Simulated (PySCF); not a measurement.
**Broadened absorption spectrum of C5H3FOS**

Species: C5H3FOS.
SMILES: `S=c1cc(F)occ1`

Method: PySCF, TDDFT CAM-B3LYP/def2-SVPD, vertical, gas phase, core orbitals frozen in the response. Geometry: PBE0-D3(BJ)/def2-SVP; no solvent, vibrations or thermal averaging.

Computed states:

| state | E (eV) | f |
| --- | --- | --- |
| S1 | 2.57 | 0.0000 |
| S2 | 4.37 | 0.403 |
| S3 | 4.78 | 0.0011 |
| S4 | 4.92 | 0.031 |
| S5 | 5.86 | 0.098 |
| S6 | 6.04 | 0.042 |

Broadening: Gaussians 0.5 eV wide at half height, area fixed by f = 4.319×10⁻⁹ ∫ε dν̃. The cross-section is σ = 3.8235×10⁻²¹ ε cm², given in Mb (10⁻¹⁸ cm²). The width is an assumption, not a result. The curve ends short of the highest state used, and states not computed would add to its high-energy end.

Question: Give the broadened spectrum and its maxima.

Answer: 
(E (eV), σ (Mb)): (1.82, 0.00), (1.98, 0.00), (2.14, 0.00), (2.29, 0.00), (2.45, 0.00), (2.61, 0.00), (2.77, 0.00), (2.92, 0.00), (3.08, 0.00), (3.24, 0.00), (3.39, 0.00), (3.55, 0.05), (3.71, 0.71), (3.87, 5.47), (4.02, 22.13), (4.18, 56.75), (4.34, 82.62), (4.50, 68.90), (4.65, 36.86), (4.81, 15.11), (4.97, 7.82), (5.12, 4.35), (5.28, 2.04), (5.44, 3.37)

Maxima: 284 nm (4.37 eV), ε about 22000, made up of S2 (100%) (ε in L mol⁻¹ cm⁻¹; maxima over ε = 5, shares over 10%). At its high-energy end, 5.44 eV, the curve is still rising (ε about 880, from S5).

Question: Does any computed singlet lie in the visible range?

Answer: S1 lies in the visible range (380 to 750 nm), at 482 nm, dark in the vertical dipole picture (f under 0.0005); light of that wavelength is blue to green-blue, and its complementary colour is yellow to orange.

Question: On this curve, what absorbance would a 10⁻³ mol/L sample give at 248 nm over a 1 cm path?

Answer: 248 nm is 4.999 eV, where ε is about 1800 L mol⁻¹ cm⁻¹, so A = ε c l ≈ 1.8 (Beer–Lambert, with the gas-phase spectrum and the assumed width).

Question: Coming from long wavelengths, where does ε first pass 100 L mol⁻¹ cm⁻¹?

Answer: At about 338 nm (3.67 eV), 1.10 eV above S1.

The run took about 50 s of CPU time (one thread, shared machine).
